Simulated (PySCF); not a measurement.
Species: C5H9OSi (doublet state).
Structure used (GFN2-xTB), in Å, numbered top down from 1:
```
atom  x, y, z in Å
O1    -2.6675   -0.9346   -0.0562
C2    -1.6964   -0.1222    0.5580
C3    -0.6757    0.4564   -0.4299
C4     0.2448   -0.6125   -0.9458
C5     1.5275   -0.5846   -0.6221
C6     2.0523    0.5332    0.2250
Si7    0.5285    1.6701    0.4397
H8    -2.2173   -1.6488   -0.5206
H9    -1.1678   -0.6844    1.3431
H10   -2.2595    0.6854    1.0327
H11   -1.2435    0.8861   -1.2611
H12   -0.1651   -1.3937   -1.5732
H13    2.2215   -1.3415   -0.9608
H14    2.4121    0.1446    1.1816
H15    2.9152    0.9941   -0.2581
H16    0.1833    1.9613    1.8363
```

The hyperfine couplings belong to this conformer and change with its torsions.

Identity: `OC[C@@H]1C=CC[SiH]1` [radical].

Level of theory: UKS B3LYP, pcH-1 on C H O Si, non-relativistic, mean-field spin-orbit, GIAO in PySCF. Geometry: GFN2-xTB, one conformer, isolated molecule. The geometry wasn't refined by DFT: couplings that depend on bond lengths, twists or pyramidal angles can differ widely from those at the functional's own minimum, by a factor of two or more for some ions and for spin on atoms past the first row. Stability of the SCF solution: not tested.

Problem. Give the principal g shifts and their parts.

Solution. 
```
                    Δg (ppm)     1     2     3
relativistic mass correction  -138  -138  -138
            gauge correction    20    66    63
   orbital Zeeman/spin–orbit  -116  1774  2226
                       total  -234  1702  2150
```

So g = 2.00209, 2.00402, 2.00447 and g_iso = 2.00353; the tensor is rhombic: the two nearest values differ by 19 % of g3 − g1. 

Problem. What effective moment and Curie constant follow for a powder?

Solution. With the mean of g² = 4.0141 and S(S+1) = 0.75: μ_eff = √(⟨g²⟩S(S+1)) = 1.735 μB and χT = 0.12505·⟨g²⟩·S(S+1) = 0.376 cm³ K/mol (cgs; spin-Hamiltonian part alone).

Problem. How much does each term add to the isotropic shift?

Solution. The orbital-Zeeman/spin–orbit term 1295, the mass correction -138 and the gauge correction 49 ppm, for a total of 1206 ppm. The orbital-Zeeman/spin–orbit term is the largest in size. The mass correction is the same along every axis, so the anisotropy comes from the other two: their spans along these axes are 47 (gauge) and 2341 ppm (orbital Zeeman/spin–orbit).

Problem. At 33.906 GHz, how far is the centre of the isotropic spectrum from where a free electron (g = 2.002319) resonates?

Solution. B = hν/(g μB) with μB/h = 13.99624 MHz/mT gives 1209.85 mT for the free electron and 1209.12 mT at g_iso, 0.73 mT lower.

Problem. In a frozen sample, at which fields do the three g values resonate at 9.5, 34, 94 and 263 GHz (hyperfine left aside), and which band first spreads them over more than twice a line width of 0.3 mT?

Solution. 
```csv
band,GHz,B(g3) mT,B(g2) mT,B(g1) mT,spread mT
X,9.5,338.62,338.70,339.02,0.40
Q,34.0,1211.90,1212.17,1213.35,1.44
W,94.0,3350.56,3351.30,3354.55,3.99
J,263.0,9374.43,9376.52,9385.59,11.16
```

The spread grows in proportion to the frequency. Q band is the first where it exceeds 0.6 mT.

The largest Mulliken spin population is on Si7 (+0.94). The angles at Si7 add up to 322.7°, so it is pyramidal.

The HOMO–LUMO gaps are 5.60 eV among the α and 4.38 eV among the β orbitals.

The run took 80 s (grids of density and orbitals included) on an Arm Neoverse V2 with one thread, shared host with 96 logical CPUs at a one-minute load of 74, and the process peaked at 1.0 GiB of memory.
